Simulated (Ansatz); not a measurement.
C$_{2}$H$_{6}$Cl$_{2}$Si (`CC([SiH3])(Cl)Cl`), relaxed with RKS PBE0-D4/def2-TZVP in Ansatz 0.2.0 from a PBE-D4/def2-SVP geometry. The force threshold is 0.005 eV/Å; the program also tests the step.

Charge 0, multiplicity 1.

Start:

```xyz
11

C     0.045   -0.195    1.444
C     0.612    0.068    0.060
Si   -0.663    0.109   -1.379
Cl    1.451    1.685    0.051
Cl    1.814   -1.237   -0.355
H    -0.465   -1.179    1.463
H     0.855   -0.199    2.200
H    -0.686    0.595    1.709
H    -1.363   -1.220   -1.435
H     0.063    0.379   -2.661
H    -1.665    1.195   -1.097
```

```json
{"step": "1", "energy (eV)": "-35082.5369", "largest force (eV/Å)": "0.585", "largest move (Å)": "0.000"}
{"step": "2", "energy (eV)": "-35082.5780", "largest force (eV/Å)": "0.272", "largest move (Å)": "0.024"}
{"step": "3", "energy (eV)": "-35082.5847", "largest force (eV/Å)": "0.070", "largest move (Å)": "0.014"}
{"step": "4", "energy (eV)": "-35082.5852", "largest force (eV/Å)": "0.026", "largest move (Å)": "0.007"}
{"step": "5", "energy (eV)": "-35082.5852", "largest force (eV/Å)": "0.007", "largest move (Å)": "0.003"}
{"step": "6", "energy (eV)": "-35082.5853", "largest force (eV/Å)": "0.008", "largest move (Å)": "0.004"}
{"step": "7", "energy (eV)": "-35082.5853", "largest force (eV/Å)": "0.001", "largest move (Å)": "0.000"}
```

End:

```xyz
11

C     0.039   -0.193    1.422
C     0.617    0.070    0.053
Si   -0.656    0.108   -1.361
Cl    1.445    1.659    0.051
Cl    1.803   -1.213   -0.349
H    -0.464   -1.162    1.431
H     0.829   -0.200    2.176
H    -0.682    0.587    1.675
H    -1.342   -1.209   -1.399
H     0.052    0.373   -2.633
H    -1.640    1.181   -1.066
```

Run time 35 s (4 threads of a server CPU on a shared host); peak host memory 0.64 GiB.
